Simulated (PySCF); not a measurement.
Trends in electronic spectra. Method: TDDFT CAM-B3LYP/def2-SVPD, vertical, gas phase, core orbitals frozen in the response in PySCF 2.14.0, density-fitted response routines. Geometries: GFN2-xTB; one conformer of each isolated species. Triplets are in the Tamm–Dancoff approximation.

Question: Rank by computed lowest singlet excitation energy, highest first.
A. `C(=NCC)=S`
B. `C[C@@H]1CC[C@H](O)C1`
C. `C/C=N\[SiH3]`
D. `C[C@@H]1C=C(Cl)C[SiH2]1`
E. `C=C(CO)C(=O)OC`
F. `CC#C[C@H]1C=C1F`
G. `CCC1=C[C@@H](Cl)[SiH2]1`
H. `C(O)/C(OC=O)=C\C`

Answer: B (6.94 eV), D (6.45 eV), F (6.29 eV), G (6.07 eV), H (5.90 eV), E (5.14 eV), A (4.59 eV), C (4.27 eV).

| SMILES | S1 (eV) | first f ≥ 0.01 (nm) | f (S1) | T1 (eV) | HOMO (eV) | S1 mainly |
| --- | --- | --- | --- | --- | --- | --- |
| C[C@@H]1CC[C@H](O)C1 | 6.94 | 179 | 0.013 | 6.67 | -9.04 | H→L (61%) |
| C[C@@H]1C=C(Cl)C[SiH2]1 | 6.45 | 192 | 0.044 | 4.24 | -8.31 | H→L (56%) |
| CC#C[C@H]1C=C1F | 6.29 | 197 | 0.023 | 4.54 | -8.42 | H→L+1 (21%) |
| CCC1=C[C@@H](Cl)[SiH2]1 | 6.07 | 188 | 0.009 | 4.31 | -8.78 | H→L (50%) |
| C/C=C(\CO)OC=O | 5.90 | 210 | 0.023 | 4.15 | -8.75 | H-2→L (55%) |
| C=C(CO)C(=O)OC | 5.14 | 203 | 0.000 | 3.79 | -9.27 | H-1→L (78%) |
| CCN=C=S | 4.59 | 238 | 0.000 | 4.19 | -8.28 | H→L (92%) |
| C/C=N\[SiH3] | 4.27 | 176 | 0.001 | 3.72 | -8.18 | H→L (97%) |

H and L stand for HOMO and LUMO.

- `C[C@@H]1CC[C@H](O)C1`: Löwdin shares by element: HOMO oxygen 52%, carbon 33% or more; LUMO carbon 20% or more, oxygen 11%, hydrogen 10% or more (atoms not listed hold the other 60%).
- `C[C@@H]1C=C(Cl)C[SiH2]1`: Löwdin shares by element: HOMO carbon 60% or more, chlorine 23% (atoms not listed hold the other 16%); LUMO carbon 34% or more, silicon 16% (atoms not listed hold the other 50%).
- `CC#C[C@H]1C=C1F`: Löwdin shares by element: HOMO carbon 81% or more (atoms not listed hold the other 19%); LUMO carbon 60% or more (atoms not listed hold the other 40%).
- `CCC1=C[C@@H](Cl)[SiH2]1`: Löwdin shares by element: HOMO carbon 46% or more, chlorine 30% (atoms not listed hold the other 24%); LUMO carbon 32% or more, silicon 16%, chlorine 11% (atoms not listed hold the other 40%).
- `C/C=C(\CO)OC=O`: Löwdin shares by element: HOMO carbon 55% or more, oxygen 25% or more (atoms not listed hold the other 20%); LUMO carbon 39% or more, oxygen 33% or more (atoms not listed hold the other 28%).
- `C=C(CO)C(=O)OC`: Löwdin shares by element: HOMO carbon 65% or more, oxygen 10% or more (atoms not listed hold the other 26%); LUMO carbon 63% or more, oxygen 14% or more (atoms not listed hold the other 23%).
- `CCN=C=S`: Löwdin shares by element: HOMO sulfur 55%, nitrogen 20%, carbon 17% or more; LUMO carbon 35% or more, sulfur 34%, nitrogen 23%.
- `C/C=N\[SiH3]`: Löwdin shares by element: HOMO nitrogen 56%, carbon 20%, silicon 11%; LUMO carbon 45%, nitrogen 30%, silicon 8% (atoms not listed hold the other 17%).
